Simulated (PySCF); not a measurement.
Input for PySCF: U-B3LYP/LANL2DZ on GaH3Se (SMILES [GaH2][SeH]), a point of a bond scan (R = 1.717 Å).

```python
from pyscf import gto, scf, dft, mp
from pyscf.data.elements import chemcore

mol = gto.M(
    atom='''
    Ga    0.27485932    0.01121965   -1.15295017
    H    -0.91161775   -0.63474175   -2.21331404
    H     1.66169621    0.60371444   -1.55587958
    Se   -0.30399105   -0.02839877    1.11359069
    H     0.95711690    0.59005271    1.55216865
    ''',
    basis='lanl2dz',
    ecp={'Ga': 'lanl2dz', 'Se': 'lanl2dz'},
    charge=0, spin=0, verbose=3, max_memory=1800)
mf = dft.UKS(mol, xc='b3lyp')
mf.conv_tol = 1e-8
mf.max_cycle = 100
mf.init_guess_breaksym = True
mf.kernel()
if not mf.converged:
    mf = mf.newton().run(mf.mo_coeff, mf.mo_occ)
for _ in range(4):
    mo, _, stable, _ = mf.stability(return_status=True)
    if stable:
        break
    mf.kernel(mf.make_rdm1(mo, mf.mo_occ))
```

The log:

```
converged SCF energy = -13.0894855064411  <S^2> = 7.5546147e-10  2S+1 = 1
<class 'pyscf.dft.uks.UKS'> wavefunction is stable in the internal stability analysis
```

The calculation finished and met its thresholds.

Cost: around 8 core-seconds (rough).
